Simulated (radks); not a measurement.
The numbers below are computed, except where a source is named.
Task: Cu4+, configuration [Ar] 3d7. Level of theory: scalar-relativistic Kohn-Sham, r2SCAN, spin-unpolarised, spherical densities, finite nucleus; meta-GGA in the generalised Kohn-Sham scheme; Fermi nuclear charge, rms radius 3.8823 fm (a radial shooting solver on a logarithmic mesh with Libxc functionals). Some entries of the table are withheld. Estimate them.

orbital,occ.,eigenvalue (eV),r(max) (bohr),<r> (bohr)
1s,2,-8950.027,0.03412,(1)
2s,2,-1145.594,0.1964,0.2348
2p,6,-996.8104,0.1583,(2)
3s,2,(3),0.6091,0.6985
3p,6,-143.1807,0.6137,0.7256
3d,7,(4),(5),0.8029

Result: 
(1) 1s <r> (bohr): 0.05214
(2) 2p <r> (bohr): 0.2064
(3) 3s eigenvalue (eV): -187.9302
(4) 3d eigenvalue (eV): -71.1553
(5) 3d r(max) (bohr): 0.5799
